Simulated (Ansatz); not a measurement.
Isolated molecules relaxed with PBE0-D4/def2-TZVP in Ansatz; ΔE leaves out vibrations. CCSD(T)/CBS adds triple-zeta CCSD(T) − MP2 to the extrapolated MP2 energy (def2 sets, frozen cores). This one scheme is used for every species. Functionals use def2-TZVPP. B3LYP here is the variant with VWN-RPA as its local correlation; programs differ in this. One conformer a species, not always the lowest.

`C[Si](O)([SiH3])Cl` + H₂S → `C[Si](O)([SiH3])S` + HCl  (ligand exchange at the Si–Cl bond)

`C[Si](O)([SiH3])Cl`:

Cartesian coordinates in Å:
```
C -1.100 -1.059 0.840
Si 0.132 -0.402 -0.387
O 1.588 -1.154 -0.272
Si 0.560 1.890 -0.213
Cl -0.670 -0.757 -2.270
H -2.055 -0.537 0.743
H -1.281 -2.125 0.674
H -0.731 -0.923 1.859
H 1.630 -2.096 -0.451
H 1.155 2.210 1.113
H -0.721 2.633 -0.350
H 1.493 2.320 -1.286
```

H₂S:

Z-matrix (Å, degrees):
```
S
H 1 1.341
H 1 1.341 2 92.3
```

`C[Si](O)([SiH3])S`:

```xyz
13

C     0.181   -0.686    1.725
Si    0.133   -0.404   -0.117
O     1.549   -0.821   -0.857
Si   -0.247    1.821   -0.725
S    -1.494   -1.635   -0.794
H     1.019   -0.142    2.168
H     0.303   -1.748    1.957
H    -0.742   -0.339    2.196
H     1.759   -1.756   -0.899
H     0.913    2.694   -0.394
H    -1.444    2.330   -0.002
H    -0.506    1.903   -2.189
H    -1.425   -1.219   -2.070
```

HCl:

```xyz
2

Cl    0.230    0.004   -0.597
H    -0.230   -0.004    0.597
```

```
        level  ΔE (kJ/mol)
       PBE-D4         34.6
      PBE0-D4         36.9
        B3LYP         44.6
MP2/CBS(def2)         39.8
```

Q: What does CCSD(T)/CBS give? (An estimate is asked.)

A: Computed: +40.0 kJ/mol. The listed levels differ from it by -5.4, -3.1, 4.6, -0.2 kJ/mol.

Largest T1 diagnostic among the species: 0.012.

In def2-TZVPP, CCSD(T) changes the Hartree–Fock value by −13.6 kJ/mol (the triples alone add −2.2 kJ/mol) and MP2 by −13.9 kJ/mol. The D4 term adds −3.6 kJ/mol with B3LYP and −2.1 kJ/mol with PBE0; it sums over pairs of atoms, weighted by their polarisabilities, and B3LYP, whose exchange is more repulsive, gets the larger term.
